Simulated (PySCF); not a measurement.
**C₆ coefficients of unlike pairs at r2SCANh**

Calculated with PySCF 2.14 from the dipole response of each species, C₆(A,B) = (3/π) ∫ α_A(iu) α_B(iu) du, in atomic units, from isotropic polarisabilities. For ions this is the dispersion term alone; charge-induced terms of lower order in 1/R come first.

```tsv
species	configuration	basis	relativity	α (bohr³)	C₆ (like pair)
Sb	[Kr] 4d10 5s2 5p3 (4S)	aug-cc-pwCVTZ-DK3 (10s9p7d4f1g)	spin-free X2C	45.35	519.7
Pd²⁺	[Kr] 4d8 (3F)	def2-TZVPPD with the def2 core potential (28 electrons) (6s4p3d2f1g)	core potential	5.394	26.16
F³⁺	[He] 2s2 2p2 (3P)	x2c-QZVPPall with one added diffuse shell each of s, p, d, f type (8s5p4d3f1g)	spin-free X2C	0.9628	0.8858
```

(1) Estimate C₆ for F³⁺ with Pd²⁺.

No spin-orbit coupling is included.

The other pairs:

```
    pair     C₆
Pd²⁺, Sb  98.98
 F³⁺, Sb  18.04
```

## Answers

(1) The integral gives 4.809. The combination rule 2 C_A C_B / (C_A α_B/α_A + C_B α_A/α_B) gives 4.812 and the geometric mean 4.814.
